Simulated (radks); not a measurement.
Q: Bi LXI, configuration [Ar] 3d5. All-electron calculation, Dirac Kohn-Sham, BLYP, spin-unpolarised, spherical densities, point nucleus; open shells fill j = l - 1/2 first. Program: a radial shooting solver on a logarithmic mesh with Libxc functionals. Some entries of the table are withheld. Estimate them.

orbital  occ.  eigenvalue (eV)  <r^2> (bohr^2)
1s1/2       2        -94715.60       0.0003458
2s1/2       2        -20335.83        0.005129
2p1/2       2              (1)        0.003600
2p3/2       4              (2)        0.004750
3s1/2       2        -7613.127         0.03083
3p1/2       2        -7363.598         0.02767
3p3/2       4        -6781.585         0.03280
3d3/2       4              (3)         0.02427
3d5/2       1              (4)         0.02562
4s1/2       0        -3913.903          0.1140
4p1/2       0        -3804.854          0.1100
4p3/2       0        -3593.125          0.1247
4d3/2       0        -3436.128          0.1121
4d5/2       0        -3388.298          0.1161

A: 
(1) 2p1/2 eigenvalue (eV): -19727.35
(2) 2p3/2 eigenvalue (eV): -17383.33
(3) 3d3/2 eigenvalue (eV): -6413.874
(4) 3d5/2 eigenvalue (eV): -6285.097
